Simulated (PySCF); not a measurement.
Work out the structure from these simulated measurements.

Formula: C3H7FN2Si.

| Item | Value |
| --- | --- |
| NMR, other nuclei | isotropic shieldings of nuclei other than C and H, by class: -151 (1 N), 241 (1 N), 345 (1 F), 367 (1 Si) ppm [GIAO PBE0/pcSseg-1] |
| Dipole | 1.50 D [B3LYP/def2-SVPD] |
| 1H NMR | chemical shifts (computed TMS as zero) by class: 7.38 (1 H), 7.06 (1 H), 5.28 (1 H), 4.86 (1 H), 4.62 (1 H), 1.03 (2 H) ppm [GIAO PBE0/pcSseg-1] |
| Rotational structure | rotational constants A, B, C: 3.079, 1.550, 1.373 GHz [GFN2-xTB] |
| UV, strongest line | among the 8 lowest singlet transitions: S2 at 5.54 eV (224 nm, f = 0.094) [TDDFT B3LYP/def2-SVPD] |
| 13C NMR | chemical shifts (computed TMS as zero) by class: 166.4 (1 C), 149.0 (1 C), 107.4 (1 C) ppm [GIAO PBE0/pcSseg-1] |
| UV, first state | lowest singlet excitation: 4.32 eV (287 nm, f = 0.016) [TDDFT B3LYP/def2-SVPD] |
| Polarisability | 79.3 au [B3LYP/def2-SVPD] |

The electronic properties come from PySCF, for the isolated species, density fitting. Levels stand in brackets. Isolated species at its GFN2-xTB geometry (one conformer only). NMR values are class means; diastereotopic atoms form classes of their own.

Task: Give a SMILES that accounts for the data.

Result: Numbering: `[CH2:1]=[N:2][C:3](=[CH2:4])[Si@H:5]([NH2:6])[F:7]`. Its formula, C3H7FN2Si, gives 2 degrees of unsaturation: 0 rings and 2 π bonds in the structure found. 3 carbons fall into 3 classes; from least to most shielded: vinylic carbon bearing nitrogen [C3] (166.4 ppm), imine carbon [C1] (149.0 ppm), terminal =CH2 carbon [C4] (107.4 ppm). Hydrogen classes from least to most shielded: 1 H on an imine carbon, C1 (7.38 ppm), 1 H on an imine carbon, C1 (7.06 ppm), 1 H on a fluorine-bound silicon, Si5 (5.28 ppm), 1 H on a terminal =CH2 carbon, C4 (4.86 ppm), 1 H on a terminal =CH2 carbon, C4 (4.62 ppm), 2 H on a silicon-bound nitrogen, N6 (1.03 ppm). The other shieldings belong to: -151 ppm, imine nitrogen [N2]; 241 ppm, silicon-bound nitrogen [N6]; 345 ppm, silicon-bound fluorine [F7]; 367 ppm, fluorine-bound silicon [Si5]. S1 is mainly HOMO→LUMO (weight 0.83); the largest Löwdin shares of the orbital it empties are 0.35 on the imine nitrogen, 0.26 on the terminal =CH2 carbon, 0.17 on the vinylic carbon bearing nitrogen and 0.07 on the imine carbon, of the orbital it fills 0.31 on the imine carbon, 0.26 on the imine nitrogen, 0.13 on the terminal =CH2 carbon and 0.09 on the vinylic carbon bearing nitrogen. The optimised geometry has point group C1 and is an asymmetric top. Structure: `N(C(=C)[Si@@H](F)N)=C`. Computed isomers that give other values at the same levels: `N[SiH](N)C#CCF` (rotational constant A: 5.232 GHz; this holds for the one conformer computed); `[H]/N=C/C(=C)[Si@@H](N)F` (13C chemical shifts (computed TMS as zero) by class: 171.3 (1 C), 152.3 (1 C), 143.6 (1 C) ppm). The assignments are read from this structure; whether some other isomer fits the data as well wasn't checked. The mirror image fits equally.

The values belong to the conformer `[CH2:1]=[N:2][C:3](=[CH2:4])[Si@H:5]([NH2:6])[F:7]`: C1–N2–C3–C4 -69°, N2–C3–Si5–N6 25°, H–N6–Si5–C3 -169°, H–N6–Si5–C3 45°.
